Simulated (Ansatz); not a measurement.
Consider the ligand exchange at the Si–S bond: `N[SiH2]S[SiH2]N` + H₂S → `N[SiH2]S` + `N[SiH2]S`.

Program: Ansatz. Geometries: PBE0-D4/def2-TZVP. ΔE: electronic, gas phase. CBS: MP2 limit from def2 TZ/QZ plus the TZ coupled-cluster correction, frozen cores. This one scheme is used for every species. DFT in def2-TZVPP. B3LYP here is the variant with VWN-RPA as its local correlation; programs differ in this. Each species was taken in one conformer, which may not be the lowest.

`N[SiH2]S[SiH2]N`:

```xyz
13

N    -1.125   -0.668   -1.731
Si    0.318    0.244   -1.642
S     0.386    1.867   -0.219
Si    0.774    0.660    1.485
N    -0.382   -0.619    1.578
H    -1.389   -1.181   -0.903
H    -1.931   -0.275   -2.192
H     1.430   -0.673   -1.294
H     0.520    0.894   -2.959
H     0.766    1.613    2.628
H     2.093   -0.017    1.414
H    -0.114   -1.458    2.070
H    -1.346   -0.387    1.767
```

H₂S:

Cartesian coordinates in Å:
```
S -0.527 0.248 0.211
H -0.243 -0.674 -0.720
H 0.769 0.425 0.509
```

`N[SiH2]S`:

```xyz
8

N     1.300    0.252    0.542
Si   -0.135    0.226   -0.381
S    -1.702   -0.847    0.628
H     1.531    1.057    1.100
H     1.723   -0.589    0.897
H     0.047   -0.458   -1.686
H    -0.497    1.649   -0.594
H    -2.266   -1.291   -0.507
```

`N[SiH2]S`:

```xyz
8

N     0.099    0.858   -1.141
Si   -0.170    0.168    0.396
S     0.756   -1.765    0.567
H     0.829    1.538   -1.272
H    -0.119    0.368   -1.992
H    -1.613   -0.049    0.671
H     0.397    1.133    1.371
H    -0.179   -2.251    1.400
```

**Question.** Is it downhill or uphill in electronic energy at CCSD(T)/CBS, and by how much? (An estimate is asked.)

**Answer.** The calculation gave: Uphill: ΔE = +4.3 kcal/mol.

**Question.** What do these levels give: PBE-D4, r2SCAN-D4, B3LYP-D4, ωB97X-V, ωB97M-V, PBE, r2SCAN, PBE0, MP2/def2-TZVPP, CCSD(T)/def2-TZVPP, HF/def2-QZVPP, MP2/CBS(def2)? (Best estimate.)

**Answer.** The calculation gave: PBE-D4 4.7, r2SCAN-D4 4.2, B3LYP-D4 4.4, ωB97X-V 4.0, ωB97M-V 4.5, PBE 2.9, r2SCAN 3.7, PBE0 2.9, MP2/def2-TZVPP 5.1, CCSD(T)/def2-TZVPP 4.6, HF/def2-QZVPP 0.7, MP2/CBS(def2) 4.7 kcal/mol.

Largest T1 diagnostic among the species: 0.011.

The D4 term adds +2.8 kcal/mol with B3LYP and +1.6 kcal/mol with PBE0; it sums over pairs of atoms, weighted by their polarisabilities, and B3LYP, whose exchange is more repulsive, gets the larger term. In def2-TZVPP, CCSD(T) changes the Hartree–Fock value by +3.7 kcal/mol (the triples alone add +0.7 kcal/mol) and MP2 by +4.2 kcal/mol.
